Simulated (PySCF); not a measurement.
H5InO3Si. Atoms are numbered in the order given.

```xyz
10

In     0.0032     0.6206     0.0000
O      1.3787     2.0525     0.0000
H      0.9874     2.9338     0.0000
O     -1.9768     0.8296     0.0000
H     -2.2554     1.7526     0.0000
O      0.6931    -1.2305     0.0000
Si     0.0546    -2.7547     0.0000
H     -0.7943    -3.0002     1.2103
H      1.1745    -3.7434     0.0000
H     -0.7943    -3.0002    -1.2103
```
Charge 0, spin multiplicity 1.

The structure is a stationary point at PBE0-D3(BJ)/def2-SVP. The def2 effective core potentials stand for the cores of In; spin–orbit coupling is left out. One conformer was computed; it need not be the lowest.

All values below come from TDA-M06-2X/def2-SVPD (PySCF).

Vertical excitations.  State labels are in the subgroup Cs.

Computed lowest excited states:
| state | symmetry | energy (eV) | λ (nm) | f | main pairs |
|---|---|---|---|---|---|
| S1 | A" | 5.42 | 229 | 0.000 | HOMO→LUMO 70 %, HOMO−4→LUMO 12 % |
| S2 | A" | 5.47 | 227 | 0.000 | HOMO−2→LUMO 86 % |
| S3 | A' | 5.76 | 215 | 0.047 | HOMO−1→LUMO 80 % |
| S4 | A" | 6.09 | 203 | 0.065 | HOMO−4→LUMO 76 % |
| S5 | A' | 6.30 | 197 | 0.103 | HOMO−3→LUMO 70 %, HOMO−2→LUMO+1 18 % |
| S6 | A" | 6.84 | 181 | 0.000 | HOMO−1→LUMO+1 73 %, HOMO−3→LUMO+1 21 % |
| S7 | A' | 6.97 | 178 | 0.037 | HOMO→LUMO+1 83 % |
| S8 | A" | 7.32 | 169 | 0.001 | HOMO−3→LUMO+1 75 %, HOMO−1→LUMO+1 16 % |
| S9 | A' | 7.38 | 168 | 0.016 | HOMO−7→LUMO 48 %, HOMO−4→LUMO+1 28 % |
| S10 | A" | 7.70 | 161 | 0.025 | HOMO−6→LUMO 54 %, HOMO→LUMO+5 18 % |
| T1 | A' | 5.02 | 247 | 0 | HOMO−3→LUMO 57 %, HOMO−1→LUMO 30 % |
| T2 | A" | 5.07 | 245 | 0 | HOMO−2→LUMO 83 % |
| T3 | A" | 5.14 | 241 | 0 | HOMO→LUMO 59 %, HOMO−4→LUMO 19 % |
| T4 | A' | 5.49 | 226 | 0 | HOMO−1→LUMO 44 %, HOMO−3→LUMO 28 %, HOMO−5→LUMO 12 % |
Triplets are in the Tamm–Dancoff approximation.
